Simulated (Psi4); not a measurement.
Conformational energy of SMILES [Si](Cl)(Cl)(CC(C)C)Cl (C₄H₉Cl₃Si). Scanned: dihedral C1–C2–C4–Si5; all other coordinates were relaxed at GFN2-xTB.

Geometry of the scan point at 60° (Å):
```
17

C     -1.2906    -0.9088     0.5809
C     -0.5412     0.3958     0.3321
C     -1.4889     1.4678    -0.1952
C      0.6763     0.1915    -0.5857
Si     0.4386    -0.4891    -2.3565
Cl    -0.0929    -2.4436    -2.3622
Cl     2.2568    -0.3440    -3.2604
Cl    -0.8814     0.5297    -3.5019
H     -0.6109    -1.6874     0.9184
H     -1.7804    -1.2493    -0.3277
H     -2.0518    -0.7640     1.3438
H     -0.1446     0.7445     1.2941
H     -0.9482     2.3834    -0.4228
H     -1.9928     1.1316    -1.0962
H     -2.2454     1.6955     0.5522
H      1.3692    -0.4820    -0.0741
H      1.1958     1.1501    -0.6663
```

Calculation: PBE-D3(BJ)/def2-SVP // GFN2-xTB (Psi4 1.11).

Scanned values (°): -150, -120, -90, -60, -30, 0, 30, 60, 90, 120, 150, 180.

Question: At which scan points does the profile have its minima and maxima, and how high do they lie?

Answer: Lower than their neighbours: -60° (0.0 kcal/mol), 60° (1.2 kcal/mol), 180° (0.1 kcal/mol). Higher than their neighbours: -120° (2.1 kcal/mol), 0° (4.2 kcal/mol), 120° (4.1 kcal/mol). The whole profile spans 4.2 kcal/mol.
